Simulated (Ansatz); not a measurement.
The same path of AlH5O2Si + H2 (11 atoms, charge 0, multiplicity 1) was run twice with different band settings. Lost on the way: H10–H11. Made: Al1–H10, O2–H11.

Theory: RKS PBE/def2-SVP in Ansatz.

Relaxed end points:

```xyz
11
Properties=species:S:1:pos:R:3
Al 0.204 -0.242 0.354
O 0.587 -0.327 2.029
H -0.047 -0.604 2.709
H 1.379 0.147 -0.626
O -1.328 -0.731 -0.240
Si -2.789 -1.227 -0.848
H -3.304 -2.418 -0.082
H -3.803 -0.117 -0.735
H -2.664 -1.611 -2.300
H -0.636 2.077 0.422
H -0.313 1.942 1.111
```

```xyz
11
Properties=species:S:1:pos:R:3
Al 0.067 0.493 -0.100
O 0.190 0.141 1.894
H -0.683 -0.332 1.875
H 1.312 -0.237 -0.786
O -1.434 -0.452 0.007
Si -2.714 -1.244 -0.698
H -2.994 -2.524 0.048
H -3.963 -0.400 -0.645
H -2.436 -1.585 -2.141
H -0.115 2.090 -0.106
H 0.056 0.938 2.446
```

Common settings: climbing image yes; spring 5.0 eV/Å²; optimiser quadratic models (default); start path through a guess of the saddle point; force threshold 0.05 eV/Å; iteration limit 60; end points relaxed.

| run | movable images |
| --- | --- |
| 1 | 7 |
| 2 | 2 |

(1) What does each run give, and how far can it be trusted?

## Answers

(1) Run 1: converged after 30 iterations, highest image 0.731 eV above the first end. A vibrational analysis at the climbing image gives one clearly imaginary mode, 1012i cm⁻¹: a first-order saddle point.
Run 2: converged after 34 iterations, highest image 0.732 eV above the first end. Another band between the same ends (7 images) ends at a top of the same energy, where a vibrational analysis finds 1 clearly imaginary mode. So few images can step over the top or miss a turn of the path.
The orbitals stay closed-shell, which can raise the energy where a bond breaks towards radicals; this wasn't checked here.
